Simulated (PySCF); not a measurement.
Rows and methods have been separated. Pair them.

Species: BH₈NSi₂.
SMILES: `N[SiH2]B[SiH3]`

The closed-shell ground state was solved 7 times with PySCF (density fitting, gas phase), always in the pcSseg-2 basis (270 functions), with these functionals: B97-2, BHandHLYP, HF, LC-wPBE, PBE, mPW1PW91 and wB97X-D. The structure is a single PBE0-D3(BJ)/def2-SVP conformer in the gas phase; no vibrational or solvent corrections.

| row | total energy (Eh) | HOMO (eV) | LUMO (eV) | dipole (D) |
| --- | --- | --- | --- | --- |
| P | -663.0125 | -5.97 | -3.69 | 1.03 |
| Q | -663.2041 | -10.04 | -0.44 | 0.99 |
| R | -663.4397 | -7.33 | -2.73 | 0.99 |
| S | -663.4356 | -7.05 | -2.72 | 0.98 |
| T | -661.6957 | -10.33 | 0.81 | 1.01 |
| U | -663.4082 | -9.18 | -0.85 | 1.00 |
| V | -663.3893 | -8.53 | -1.64 | 0.98 |

Problem. Which functional belongs to which row?

Solution. P = PBE, Q = LC-wPBE, R = mPW1PW91, S = B97-2, T = HF, U = wB97X-D, V = BHandHLYP. By rising HOMO–LUMO gap: PBE (GGA) 2.28 eV; B97-2 (global hybrid, 21 % exact exchange) 4.33 eV; mPW1PW91 (global hybrid, 25 % exact exchange) 4.60 eV; BHandHLYP (global hybrid, 50 % exact exchange) 6.89 eV; wB97X-D (range-separated hybrid) 8.33 eV; LC-wPBE (range-separated hybrid) 9.60 eV; HF (all exact exchange) 11.14 eV. Total energies of different functionals aren't bounds to one another; each is stationary for its own functional.

The values belong to the conformer `[NH2:1][SiH2:2][BH:3][SiH3:4]`: N1–Si2–B3–Si4 4°, H–N1–Si2–B3 169°, H–N1–Si2–B3 -52°.

wB97X-D is run here without its empirical dispersion term; that term would change no orbital, density or response property at a fixed geometry.
